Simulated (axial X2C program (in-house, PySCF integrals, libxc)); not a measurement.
Potential curves of LiGe, with spin–orbit coupling

Calculated with an in-house all-electron X2C program for linear molecules (integrals from PySCF). Two-component (2c) means X2C with spin–orbit coupling and atomic mean-field two-electron Coulomb and Gaunt terms. Basis: Ge dyall-cv3z [9s9p7d4f1g], Li dyall-cv3z [7s8p2d] (cores contracted in-house); Gaussian nuclei, density fitting, unrestricted open shells. Masses: Ge 73.921 u, Li 7.016 u.

State: Ω = 3/2 (⟨Sz⟩ = 1.50, ⟨Lz⟩ = 0.00 at HF). Energies in cm⁻¹ from the lowest point of each curve. Fits are polynomials in 1 − R0/R over 0.85 to 1.23 times the lowest point R0.

```json
{"R (Å)": "2.0880", "HF": "2607", "PBE0": "2101", "B3LYP": "2096"}
{"R (Å)": "2.1840", "HF": "1196", "PBE0": "887", "B3LYP": "896"}
{"R (Å)": "2.2560", "HF": "543", "PBE0": "357", "B3LYP": "368"}
{"R (Å)": "2.3280", "HF": "162", "PBE0": "77", "B3LYP": "85"}
{"R (Å)": "2.4000", "HF": "0", "PBE0": "0", "B3LYP": "0"}
{"R (Å)": "2.4840", "HF": "28", "PBE0": "108", "B3LYP": "92"}
{"R (Å)": "2.5680", "HF": "236", "PBE0": "378", "B3LYP": "341"}
{"R (Å)": "2.6760", "HF": "695", "PBE0": "902", "B3LYP": "827"}
{"R (Å)": "2.8080", "HF": "1455", "PBE0": "1715", "B3LYP": "1583"}
{"R (Å)": "3.0000", "HF": "2764", "PBE0": "3081", "B3LYP": "2841"}
```

Occupations by symmetry block were frozen at the best pattern of an incomplete PBE0 search. Density functionals use the spin component along the axis (collinear). PBE0 can misorder states that lie within some tenths of an eV, so this need not be the ground state of the molecule. The nearest other 2c determinant of the search, Ω = 1/2, lies 0.59 eV up at the distance of the search. With several unpaired electrons one determinant need not be a pure state. This is the top spin component of a Σ state; components of lower Ω are not single determinants and can lie lower.

**Question.** What are Re and ωe at the HF level?

**Answer.** At HF, 2c: Re = 2.430 Å, ωe ≈ 399 cm⁻¹; Be follows as 0.446 cm⁻¹.

**Question.** Fit the PBE0 curve near its minimum: give the equilibrium distance and the harmonic wavenumber.

**Answer.** At PBE0, 2c: Re = 2.396 Å, ωe ≈ 403 cm⁻¹; Be follows as 0.458 cm⁻¹.

**Question.** Fit the B3LYP curve near its minimum: give the equilibrium distance and the harmonic wavenumber.

**Answer.** At B3LYP, 2c: Re = 2.401 Å, ωe ≈ 394 cm⁻¹; Be follows as 0.456 cm⁻¹.
